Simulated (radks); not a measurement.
Values are calculated unless marked as measured or tabulated.
Fractional charge and spin in the 5p shell of gold: the spin-up occupation runs from 2 to 3 and the spin-down occupation from 2 to 3; the fullest corner is Au+, [Kr] 4d10 4f14 5s2 5d10 5p(up 3, down 3). Code: a radial shooting solver on a logarithmic mesh with Libxc functionals. Model: scalar-relativistic Kohn-Sham, r2SCAN, spin-polarised, spherical densities, finite nucleus; meta-GGA in the generalised Kohn-Sham scheme; Fermi nuclear charge, rms radius of each element as measured or else 0.836 A^(1/3) + 0.57 fm. Energy (eV) minus the two flat planes that join the four corners (they meet along the diagonal where the two added fractions sum to one electron); zero is where a piecewise linear energy would lie.

down \ up,2,2.5,3
2,0.000,-1.933,0.000
2.5,-1.933,0.350,-1.748
3,0.000,-1.748,0.000

Corners above the fullest one (they belong to Au2+ and the next ion): (up 3, down 2) 76.670 eV, (up 2, down 3) 76.670 eV, (up 2, down 2) 169.49 eV. With half an added electron in each spin the energy lies 0.350 eV from the planes, and with half an added electron in spin up alone -1.933 eV. The planes are only a guide here: the flat-plane condition holds for ground states with one frontier orbital, while this shell lies below other occupied shells, so the corners above the fullest one are inner-hole states and not the ground states of those ions.
